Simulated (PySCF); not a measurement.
B3LYP has the VWN-RPA correlation part, as in Gaussian. 

Z-matrix (Å, degrees):
```
B
O 1 1.3508
H 2 0.9608 1 113.83
O 1 1.3508 2 120.55 3 180.00
H 4 0.9608 1 113.83 2 -180.00
```
Charge 0, spin multiplicity 2.

Task: Predict the dipole moment, total energy and highest occupied spin orbital from B3LYP-D3(BJ)/def2-TZVP (PySCF).

Result: 
The dipole moment is 1.66 D. The total energy comes out as -4805.96 eV and the highest occupied spin orbital is -5.51 eV.
